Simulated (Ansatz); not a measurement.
Ideal-gas functions of CH5GeS, SMILES `[CH3][GeH2][S]` radical at 400 K and 1 bar, from an Ansatz frequency run at PBE0-D4/def2-TZVP.

Molar mass 121.73 g/mol, point group C1 (symmetry number 1), electronic degeneracy 2, moments of inertia 43.036, 154.634, 188.125 u Å². Harmonic wavenumbers (cm⁻¹, unscaled): 128, 145, 330, 404, 520, 609, 665, 833, 852, 864, 1262, 1449, 1454, 2125, 2136, 3064, 3156, 3166.

Use S(trans) = R[1.5 ln M + 2.5 ln T − 1.1517]; rotational temperatures θ = 24.2544 K / I; S(rot) = R[ln(√π/σ · √(T³/θAθBθC)) + 1.5]; for each mode x = 1.438777 ν̃/T, S = R[x/(eˣ − 1) − ln(1 − e⁻ˣ)] and H = RT x/(eˣ − 1); 1 cm⁻¹ = 0.0119627 kJ/mol; R = 8.31446 J/(mol·K).

**Question.** By hand: the entropy, in J/(mol·K).

**Answer.** Translation 174.9. Rotation: θ = 0.5636, 0.1569, 0.1289 K, giving 110.6. Vibration, mode by mode: 14.84, 13.82, 7.36, 5.90, 4.22, 3.28, 2.80, 1.74, 1.64, 1.59, 0.50, 0.28, 0.28, 0.03, 0.03, 0.00, 0.00, 0.00, in all 58.3. Electronic 5.8. Sum 349.6 J/(mol·K).

**Question.** By hand: H − E and G − E in kJ/mol, counted from the electronic energy.

**Answer.** Zero-point energy ½ × 23162 × 0.0119627 = 138.5; thermal vibration 13.1; translation, rotation and pV give 4 RT = 13.3. H − E = 164.9 kJ/mol, and G − E = 164.9 − 400 × 349.6/1000 = 25.1 kJ/mol.

Vibration gives 17 % of the entropy, 28.7 J/(mol·K) of it from the modes under 150 cm⁻¹: soft modes count most, and the harmonic formula is weakest for them. The sum counts one conformer and one mirror image; others add a mixing term.
